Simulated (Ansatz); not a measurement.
C3H8Si, SMILES `CC[Si]C`, charge 0, multiplicity 1.

Problem. Give a relaxed structure at PBE0-D4/def2-TZVP (Ansatz). (Estimate.)

Solution. Computed: 
```xyz
12

C     1.326    0.409   -0.282
C     0.182    1.162    0.384
Si   -1.356    0.278    1.072
C    -1.344   -1.294    0.012
H     0.978   -0.199   -1.120
H     2.091    1.088   -0.667
H     1.820   -0.267    0.423
H    -0.303    1.840   -0.345
H     0.555    1.845    1.156
H    -1.288   -1.054   -1.057
H    -0.444   -1.882    0.239
H    -2.217   -1.925    0.184
```
This is one stationary point; other conformers may exist.
